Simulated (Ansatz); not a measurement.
CH8BFSi2 (`C[SiH](F)B[SiH3]`), charge 0, multiplicity 1.

Give a relaxed structure at PBE0-D4/def2-TZVP (the Gaussian-basis code of Ansatz). (Best estimate.)

The calculation gave: 
```xyz
13

C    -1.695    1.581   -0.400
Si   -0.924    0.249    0.655
F    -1.709   -1.129    0.366
B     1.037    0.061    0.300
Si    1.906   -1.623   -0.353
H    -1.550    1.383   -1.464
H    -1.252    2.552   -0.169
H    -2.769    1.638   -0.207
H    -1.137    0.550    2.101
H     1.720    1.012    0.557
H     3.245   -1.434   -0.974
H     1.047   -2.392   -1.293
H     2.081   -2.448    0.882
```
This is one stationary point; other conformers may exist.
